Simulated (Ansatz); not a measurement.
CoF3: single points at one geometry.

```yaml
crystal:
  periodic: [false, false, false]
  atoms:
    - {symbol: Co, position_ang: [-0.002899, 0.002808, 0.396931]}
    - {symbol: F, position_ang: [1.588774, -0.026127, -0.120361]}
    - {symbol: F, position_ang: [-0.770939, 1.386650, -0.148033]}
    - {symbol: F, position_ang: [-0.814936, -1.363332, -0.128537]}
basis:
  gaussian: {orbitals: def2-TZVP, initial_orbitals: start.molden}
hamiltonian: {xc: {name: revPBE}, dispersion: d4}
scf: {omitted_lower_state_checks: [starts]}
output: {orbitals: {seedname: orbitals}}
```

The file start.molden holds the orbitals of an earlier run on this structure, at another level or in another basis.

```sh
$ ansatz run in.yaml --threads 2 --pin off --events-out ev --progress --plain --max-ram 4352MiB
```

It prints (some lines left out):

```
Functional definition: revPBE
922 factors; their error is unknown
mean field evaluation 1: about -45776.1984 eV, gradient 1.3e1 eV
mean field evaluation 2: about -45776.4956 eV, gradient 6.6e-1 eV
mean field evaluation 4: about -45776.4853 eV, gradient 1.0e-1 eV
mean field -45776.48535997 eV, -1682.2548085628 hartree, gradient 3.5e-5 eV, S^2 0.000000; 0 other end points of the search recorded, 0 dependent functions left out
reference -45776.48540528 eV, -1682.2548102276 hartree; 27, 27 occupied and 111, 111 virtual orbitals, 922 factors
Total energy: -45776.64309066 eV, -1682.2606050588 hartree
Checks for a lower state left out: starts
```

It took 0.8 s on 2 threads of Intel Xeon 6975P-C on a shared host.

First input, but with `hamiltonian: {xc: pbe0, dispersion: d4}` (abridged; 1.2 s):

```
Functional definition: PBE0
mean field -45766.81656337 eV, -1681.8994868414 hartree, gradient 2.3e-5 eV, S^2 0.000000
Total energy: -45766.85875048 eV, -1681.9010371892 hartree
Checks for a lower state left out: starts
```

First input, but with `hamiltonian: {xc: {name: r2SCAN0}, dispersion: d4}` (abridged; 2 s):

```
Functional definition: r2SCAN0
mean field -45774.64509808 eV, -1682.1871801857 hartree, gradient 7.5e-6 eV, S^2 0.000000
Total energy: -45774.65855507 eV, -1682.1876747208 hartree
Checks for a lower state left out: starts
```

As the first input, with `gaussian: {orbitals: STO-3G, initial_orbitals: start.molden}`, `hamiltonian: {xc: hf}` (abridged; 0.15 s):

```
Functional definition: HF
mean field -45179.55104236 eV, -1660.3178770072 hartree, gradient 2.7e-5 eV, S^2 0.000000
Total energy: -45179.55104236 eV, -1660.3178770072 hartree
Checks for a lower state left out: starts
```

The first input with `hamiltonian: {xc: {name: wB97M-V}}` (abridged; 9 s):

```
Functional definition: wB97M-V
mean field -45776.99321917 eV, -1682.2734720440 hartree, gradient 3.7e-5 eV, S^2 0.000000
Total energy: -45776.99325814 eV, -1682.2734734763 hartree
Checks for a lower state left out: starts
```

The first input with `hamiltonian: {xc: {name: r2SCANh}, dispersion: d4}` (abridged; 1.9 s):

```
Functional definition: r2SCANh
mean field -45776.62776571 eV, -1682.2600418770 hartree, gradient 1.1e-5 eV, S^2 0.000000
Total energy: -45776.63987380 eV, -1682.2604868411 hartree
Checks for a lower state left out: starts
```

First input, but with `hamiltonian: {xc: {name: LC-wPBE}}` (abridged; 2.5 s):

```
Functional definition: LC-wPBE
mean field -45771.18942530 eV, -1682.0601865531 hartree, gradient 4.0e-5 eV, S^2 0.000000
Total energy: -45771.18942530 eV, -1682.0601865533 hartree
Checks for a lower state left out: starts
```

Geometry: PBE0-D4/def2-TZVP.

LC-ωPBE has ω = 0.4 bohr⁻¹. The restricted singlet is unstable towards broken spin symmetry at other levels; at revPBE-D4/def2-TZVP, r2SCAN0-D4/def2-TZVP, HF/STO-3G, ωB97M-V/def2-TZVP and others this wasn't settled. At PBE0-D4/def2-TZVP the restricted singlet is unstable: a solution with broken spin symmetry lies lower. At PBE0-D4/def2-TZVP a quintet of charge 0 lies 2.08 eV below the restricted singlet, each at its own geometry.
